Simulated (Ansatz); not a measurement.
A nudged elastic band was laid between two geometries of H5NOSiSn (9 atoms, charge 0, multiplicity 1).

These are results of Ansatz 0.2.0, RKS PBE0/def2-SVP, not measurements.

```yaml
movable_images: 5
climbing_image: yes
spring: 5.0 eV/Å²
optimiser: quadratic models (default)
start_path: through a guess of the saddle point
force_threshold: 0.03 eV/Å
iteration_limit: 60
end_points: relaxed
```

First end point:

```xyz
9
Properties=species:S:1:pos:R:3
N -0.797 1.751 0.246
Si -0.726 0.058 0.302
O 0.429 -0.659 1.172
Sn 1.051 -1.390 -0.807
H 0.026 2.338 0.311
H -1.623 2.252 -0.059
H -2.128 -0.435 0.252
H 1.160 -3.100 -0.569
H 2.697 -0.862 -0.865
```

Last end point:

```xyz
9
Properties=species:S:1:pos:R:3
N -0.770 1.815 0.080
Si -1.528 0.291 -0.107
O -0.299 -0.589 0.792
Sn 0.916 -1.214 -1.204
H 0.114 1.966 0.561
H -1.115 2.651 -0.380
H -0.589 -1.439 1.147
H 0.950 -2.842 -0.492
H 2.410 -0.686 -0.415
```

Problem. Which bonds break or form, and what moves?

Solution. Bonds broken: Si2–H7. Bonds formed: O3–H7.

Problem. What energy profile does the band end with?

Solution. The forces met the threshold. The highest image is number 3 of 0 to 6, 2.69 eV above the first end and 2.34 eV above the last; the last end lies 0.35 eV above the first. Neighbouring images differ by up to 1.6 eV, so the band resolves the path poorly. A vibrational analysis at the climbing image gives one clearly imaginary mode, 1545i cm⁻¹: a first-order saddle point. The orbitals stay closed-shell, which can raise the energy where a bond breaks towards radicals; this wasn't checked here.

| image | path coordinate (Å) | energy (eV) | Si2–H7 (Å) | O3–H7 (Å) |
| --- | --- | --- | --- | --- |
| 0 | 0.00 | 0.00 | 1.49 | 2.73 |
| 1 | 0.58 | 0.17 | 1.48 | 2.57 |
| 2 | 1.17 | 1.18 | 1.48 | 2.10 |
| 3 | 1.75 | 2.69 | 1.55 | 1.46 |
| 4 | 2.24 | 1.12 | 1.85 | 1.01 |
| 5 | 2.72 | 0.46 | 2.21 | 0.97 |
| 6 | 3.20 | 0.35 | 2.33 | 0.97 |

Problem. What is the geometry of the highest image?

Solution. 
```xyz
9
Properties=species:S:1:pos:R:3
N -0.786 1.848 0.092
Si -1.008 0.160 0.026
O 0.083 -0.702 1.030
Sn 0.911 -1.343 -0.960
H 0.083 2.259 0.424
H -1.384 2.509 -0.390
H -1.330 -1.064 0.929
H 1.060 -3.038 -0.617
H 2.460 -0.675 -0.551
```

The band took 10 iterations and roughly 5 core-minutes.

The run took 2.6 min on 2 threads of Arm Neoverse V1, on a shared host, peak memory 0.22 GiB.
